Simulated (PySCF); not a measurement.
FS, doublet, at a GFN2-xTB geometry, atoms displaced at random by about 0.03 Å a coordinate; PBE0/cc-pVDZ, gradient (PySCF).

Here is a job for PySCF.
```python
from pyscf import gto, scf, dft

mol = gto.M(
    atom='''
S     0.01821335    0.02546775   -0.58215841
F    -0.02345541    0.02046351    1.04258431
''',
    basis='cc-pvdz',
    spin=1,
    verbose=4,
)

mf = dft.UKS(mol)
mf.xc = 'pbe0'
mf.conv_tol = 1e-11
mf.kernel()
g = mf.nuc_grad_method()
grad = g.kernel()
```

**Question.** What does PySCF print? Leave out banner, timings and long lists.

**Answer.** 
```
PySCF version 2.14.0

[INPUT] verbose = 4
[INPUT] num. atoms = 2
[INPUT] num. electrons = 25
[INPUT] charge = 0
[INPUT] spin (= nelec alpha-beta = 2S) = 1
[INPUT] symmetry False subgroup None
[INPUT] Mole.unit = angstrom
[INPUT] Symbol           X                Y                Z      unit          X                Y                Z       unit  Magmom
[INPUT]  1 S      0.018213350000   0.025467750000  -0.582158410000 AA    0.034418243311   0.048127072509  -1.100119956012 Bohr   0.0
[INPUT]  2 F     -0.023455410000   0.020463510000   1.042584310000 AA   -0.044324301039   0.038670429447   1.970198807669 Bohr   0.0

nuclear repulsion = 46.8850289001543
number of shells = 10
number of NR pGTOs = 67
number of NR cGTOs = 32
basis = cc-pvdz
ecp = {}

******** <class 'pyscf.dft.uks.UKS'> ********
method = UKS
initial guess = minao
damping factor = 0
level_shift factor = 0
DIIS = <class 'pyscf.scf.diis.CDIIS'>
diis_start_cycle = 1
diis_space = 8
diis_damp = 0
SCF conv_tol = 1e-11
SCF conv_tol_grad = None
SCF max_cycles = 50
direct_scf = True
direct_scf_tol = 1e-13
number electrons alpha = 13  beta = 12
XC library pyscf.dft.libxc version 7.1.2
    S. Lehtola, C. Steigemann, M. J. T. Oliveira, and M. A. L. Marques,  SoftwareX 7, 1–5 (2018)
XC functionals = pbe0
    C. Adamo and V. Barone,  J. Chem. Phys. 110, 6158 (1999)
    M. Ernzerhof and G. E. Scuseria,  J. Chem. Phys. 110, 5029 (1999)
radial grids:
    Treutler-Ahlrichs [JCP 102, 346 (1995); DOI:10.1063/1.469408] (M4) radial grids

becke partition: Becke, JCP 88, 2547 (1988); DOI:10.1063/1.454033
pruning grids: <function nwchem_prune>
grids dens level: 3
symmetrized grids: False
atomic radii adjust function: <function treutler_atomic_radii_adjust>
small_rho_cutoff = 0
Set gradient conv threshold to 3.16228e-06
tot grids = 33144
init E= -497.804778294221

cycle= 1 E= -497.692178036973  delta_E= 0.113  |g|= 0.294  |ddm|= 1.04
cycle= 2 E= -497.609473658721  delta_E= 0.0827  |g|= 0.561  |ddm|= 0.463
cycle= 3 E= -497.723091587312  delta_E= -0.114  |g|= 0.0376  |ddm|= 0.323
cycle= 4 E= -497.723676105814  delta_E= -0.000585  |g|= 0.00758  |ddm|= 0.0276
cycle= 5 E= -497.723714820015  delta_E= -3.87e-05  |g|= 0.00156  |ddm|= 0.00808
cycle= 6 E= -497.723717711944  delta_E= -2.89e-06  |g|= 0.000568  |ddm|= 0.00248
cycle= 7 E= -497.723718086512  delta_E= -3.75e-07  |g|= 0.000101  |ddm|= 0.001
cycle= 8 E= -497.723718098369  delta_E= -1.19e-08  |g|= 1.84e-05  |ddm|= 0.000197
cycle= 9 E= -497.723718098603  delta_E= -2.35e-10  |g|= 7.47e-06  |ddm|= 2.8e-05
cycle= 10 E= -497.723718098647  delta_E= -4.37e-11  |g|= 1.34e-06  |ddm|= 9.01e-06
cycle= 11 E= -497.72371809865  delta_E= -2.96e-12  |g|= 5.34e-07  |ddm|= 3.24e-06
Extra cycle  E= -497.723718098651  delta_E= -1.59e-12  |g|= 4.7e-07  |ddm|= 8.68e-07
converged SCF energy = -497.723718098651  <S^2> = 0.75323117  2S+1 = 2.0032286

******** <class 'pyscf.grad.uks.Gradients'> for <class 'pyscf.dft.uks.UKS'> ********
unit = Eh/Bohr
grid_response = False
--------------- UKS gradients ---------------
         x                y                z
0 S    -0.0001651126    -0.0000198713     0.0064168289
1 F     0.0001634846     0.0000195751    -0.0064220750
----------------------------------------------
```
